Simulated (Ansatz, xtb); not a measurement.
# Ligand exchange: CH3FO + SiH(SiH3)F2 → CH4O + Si(SiH3)F3

Species: CH3FO `OCF`, singlet; SiH(SiH3)F2, singlet; CH4O (methanol) `CO`, singlet; Si(SiH3)F3, singlet. The partners trade F for H: C–F and Si–H bonds give way to C–H and Si–F.

Shapes, held fixed at every level: PBE0-D4/def2-TZVP. Flexible molecules stand in one conformer, not always the lowest. Programs: Ansatz 0.2.0, xtb 6.7.1. The zero-point and thermal change to 298 K, harmonic and unscaled (PBE0-D4/def2-TZVP), is +4.4 kJ/mol.

Problem. Estimate ΔH(298 K) of this reaction.

Solution. The highest level, CCSD(T)/CBS estimate, gives ΔH(298 K) = -202.0 kJ/mol; the levels span -202.0 to -157.2. The column of differences is taken from that level and isn't an error. No measured value is set beside it here. The CBS estimate extrapolates MP2 from def2-TZVPP and def2-QZVPP and adds CCSD(T) − MP2 in the triple-zeta set, cores frozen. CCSD(T)/CBS estimate lies outside the range of all other levels here, so it shouldn't be taken on trust. Times are processor times on shared x86 and Arm servers, and rough.

| level | kind | ΔH(298 K) (kJ/mol) | less CCSD(T)/CBS estimate | CPU time (sum over the molecules) |
| --- | --- | --- | --- | --- |
| GFN1-xTB | semi-empirical | -157.2 | +44.8 | 0.087 s |
| r2SCAN-D4/def2-TZVPP | meta-GGA | -194.1 | +7.9 | 44 s |
| B3LYP-D4/def2-TZVPP | global hybrid | -192.1 | +9.9 | 37 s |
| r2SCAN0-D4/def2-TZVPP | global hybrid | -197.0 | +5.0 | 47 s |
| wB97M-V/def2-TZVPP | range-separated hybrid | -194.0 | +8.0 | 93 s |
| wB97X-V/def2-TZVPP | range-separated hybrid | -188.7 | +13.3 | 68 s |
| CCSD/def2-SVP | coupled cluster or CI | -170.2 | +31.8 | – |
| CCSD(T)/def2-TZVPP | coupled cluster or CI | -196.9 | +5.1 | 13 min |
| CCSD(T)/CBS estimate | coupled cluster or CI | -202.0 | 0.0 | 18 min |
